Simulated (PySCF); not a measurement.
C4H7BO2 (SMILES C#CB(OC)OC), singlet, geometry from GFN2-xTB, atoms displaced at random by about 0.03 Å a coordinate; PySCF with PBE0/STO-3G, gradient.

Input for PySCF:
```python
from pyscf import gto, scf, dft

mol = gto.Mole()
mol.atom = '''
    B    -0.10179971    0.13168356    0.00977315
    C    -0.46860802    0.22339565    1.49591259
    C    -0.72539317    0.24262992    2.69113909
    H    -0.91865525    0.32390425    3.68666410
    O     0.83423746   -0.62140125   -0.52837126
    C     1.71883560   -1.46592977    0.29302720
    H     1.47043465   -1.38201387    1.35317114
    H     1.58024494   -2.45009501   -0.06003037
    H     2.69776311   -1.08041486    0.12990737
    O    -0.89922093    0.89587626   -0.88078570
    C    -0.70370239    0.91146093   -2.17910427
    H    -0.52366138   -0.15922011   -2.60161141
    H    -1.56187836    1.27977985   -2.70045499
    H     0.16000382    1.46146660   -2.52476546
'''
mol.basis = 'sto-3g'
mol.verbose = 4
mol.build()

mf = dft.RKS(mol)
mf.xc = 'pbe0'
mf.grids.level = 0
mf.kernel()
g = mf.nuc_grad_method()
g.grid_response = False
grad = g.kernel()
```

The log (banner, timings and long lists left out):

```
PySCF version 2.14.0

[INPUT] verbose = 4
[INPUT] num. atoms = 14
[INPUT] num. electrons = 52
[INPUT] charge = 0
[INPUT] spin (= nelec alpha-beta = 2S) = 0
[INPUT] symmetry False subgroup None
[INPUT] Mole.unit = angstrom
[INPUT] Symbol           X                Y                Z      unit          X                Y                Z       unit  Magmom
[INPUT]  1 B     -0.101799710000   0.131683560000   0.009773150000 AA   -0.192373571460   0.248845863508   0.018468576874 Bohr   0.0
[INPUT]  2 C     -0.468608020000   0.223395650000   1.495912590000 AA   -0.885540817575   0.422156595919   2.826865101389 Bohr   0.0
[INPUT]  3 C     -0.725393170000   0.242629920000   2.691139090000 AA   -1.370794423930   0.458504098425   5.085515843211 Bohr   0.0
[INPUT]  4 H     -0.918655250000   0.323904250000   3.686664100000 AA   -1.736006825394   0.612090323083   6.966785462266 Bohr   0.0
[INPUT]  5 O      0.834237460000  -0.621401250000  -0.528371260000 AA    1.576480322253  -1.174278175962  -0.998476973491 Bohr   0.0
[INPUT]  6 C      1.718835600000  -1.465929770000   0.293027200000 AA    3.248128537152  -2.770205783147   0.553741155048 Bohr   0.0
[INPUT]  7 H      1.470434650000  -1.382013870000   1.353171140000 AA    2.778718772571  -2.611627714650   2.557122854265 Bohr   0.0
[INPUT]  8 H      1.580244940000  -2.450095010000  -0.060030370000 AA    2.986230146330  -4.630008548063  -0.113440958456 Bohr   0.0
[INPUT]  9 H      2.697763110000  -1.080414860000   0.129907370000 AA    5.098033426855  -2.041688186310   0.245489350863 Bohr   0.0
[INPUT] 10 O     -0.899220930000   0.895876260000  -0.880785700000 AA   -1.699281283177   1.692960772900  -1.664443747433 Bohr   0.0
[INPUT] 11 C     -0.703702390000   0.911460930000  -2.179104270000 AA   -1.329804790302   1.722411530941  -4.117910267170 Bohr   0.0
[INPUT] 12 H     -0.523661380000  -0.159220110000  -2.601611410000 AA   -0.989576590212  -0.300882401423  -4.916333047444 Bohr   0.0
[INPUT] 13 H     -1.561878360000   1.279779850000  -2.700454990000 AA   -2.951522340285   2.418433416237  -5.103120342815 Bohr   0.0
[INPUT] 14 H      0.160003820000   1.461466600000  -2.524765460000 AA    0.302363398684   2.761771614199  -4.771115248162 Bohr   0.0

nuclear repulsion = 269.908241230757
number of shells = 28
number of NR pGTOs = 126
number of NR cGTOs = 42
basis = sto-3g
ecp = {}

******** <class 'pyscf.dft.rks.RKS'> ********
method = RKS
initial guess = minao
damping factor = 0
level_shift factor = 0
DIIS = <class 'pyscf.scf.diis.CDIIS'>
diis_start_cycle = 1
diis_space = 8
diis_damp = 0
SCF conv_tol = 1e-09
SCF conv_tol_grad = None
SCF max_cycles = 50
direct_scf = True
direct_scf_tol = 1e-13
XC library pyscf.dft.libxc version 7.1.2
    S. Lehtola, C. Steigemann, M. J. T. Oliveira, and M. A. L. Marques,  SoftwareX 7, 1–5 (2018)
XC functionals = pbe0
    C. Adamo and V. Barone,  J. Chem. Phys. 110, 6158 (1999)
    M. Ernzerhof and G. E. Scuseria,  J. Chem. Phys. 110, 5029 (1999)
radial grids:
    Treutler-Ahlrichs [JCP 102, 346 (1995); DOI:10.1063/1.469408] (M4) radial grids

becke partition: Becke, JCP 88, 2547 (1988); DOI:10.1063/1.454033
pruning grids: <function nwchem_prune>
grids dens level: 0
symmetrized grids: False
atomic radii adjust function: <function treutler_atomic_radii_adjust>
small_rho_cutoff = 0
Set gradient conv threshold to 3.16228e-05
Initial guess from minao.
tot grids = 11944
init E= -328.39909059204
  HOMO = -0.316447756560315  LUMO = -0.0368671218317451  gap/eV = 7.60778
cycle= 1 E= -327.216905625121  delta_E= 1.18  |g|= 0.602  |ddm|= 4.93
  HOMO = -0.0396836129614553  LUMO = 0.135144996091048  gap/eV = 4.75733
cycle= 2 E= -327.152567440963  delta_E= 0.0643  |g|= 0.796  |ddm|= 1.71
  HOMO = -0.174738644987384  LUMO = 0.115968595756129  gap/eV = 7.91055
cycle= 3 E= -327.333030061368  delta_E= -0.18  |g|= 0.157  |ddm|= 0.999
  HOMO = -0.175667905337337  LUMO = 0.11189613593146  gap/eV = 7.82502
cycle= 4 E= -327.338552267513  delta_E= -0.00552  |g|= 0.0681  |ddm|= 0.209
  HOMO = -0.176907576036485  LUMO = 0.106276731553988  gap/eV = 7.70584
cycle= 5 E= -327.339817945418  delta_E= -0.00127  |g|= 0.00669  |ddm|= 0.0711
  HOMO = -0.17809257337148  LUMO = 0.107278125594349  gap/eV = 7.76533
cycle= 6 E= -327.339831457143  delta_E= -1.35e-05  |g|= 0.00266  |ddm|= 0.0123
  HOMO = -0.17772436271033  LUMO = 0.107495994095072  gap/eV = 7.76124
cycle= 7 E= -327.339833474993  delta_E= -2.02e-06  |g|= 0.000779  |ddm|= 0.00414
  HOMO = -0.1777389975818  LUMO = 0.107545039714133  gap/eV = 7.76297
cycle= 8 E= -327.339833653651  delta_E= -1.79e-07  |g|= 0.000109  |ddm|= 0.00109
  HOMO = -0.177733344930956  LUMO = 0.107541565838259  gap/eV = 7.76273
cycle= 9 E= -327.339833657049  delta_E= -3.4e-09  |g|= 1.57e-05  |ddm|= 0.00014
  HOMO = -0.177736720794306  LUMO = 0.107539223821371  gap/eV = 7.76275
cycle= 10 E= -327.339833657144  delta_E= -9.49e-11  |g|= 2.35e-06  |ddm|= 2.91e-05
  HOMO = -0.177735974535521  LUMO = 0.107539626819811  gap/eV = 7.76274
Extra cycle  E= -327.339833657145  delta_E= -5.68e-13  |g|= 2.84e-06  |ddm|= 6.55e-06
converged SCF energy = -327.339833657145

******** <class 'pyscf.grad.rks.Gradients'> for <class 'pyscf.dft.rks.RKS'> ********
unit = Eh/Bohr
grid_response = False
--------------- RKS gradients ---------------
         x                y                z
0 B     0.0550651306    -0.0439790391     0.0092165019
1 C     0.0066389634     0.0013683219    -0.0395116855
2 C    -0.0229771776     0.0018857343     0.1043055934
3 H     0.0137860041    -0.0032795298    -0.0643959705
4 O    -0.0410661701     0.0315373550     0.0229390508
5 C     0.0395695012    -0.0473934227    -0.0028380844
6 H     0.0029448221     0.0022276617    -0.0105428438
7 H    -0.0028875673     0.0445906457     0.0113245684
8 H    -0.0370561897    -0.0027026895     0.0046543126
9 O     0.0105641796     0.0038599482    -0.1680800225
10 C    -0.0383672732     0.0758553180     0.1234346432
11 H     0.0055929910    -0.0302266284    -0.0074390974
12 H     0.0277311898    -0.0160254764     0.0146990588
13 H    -0.0205465664    -0.0190329318     0.0055082899
----------------------------------------------
```
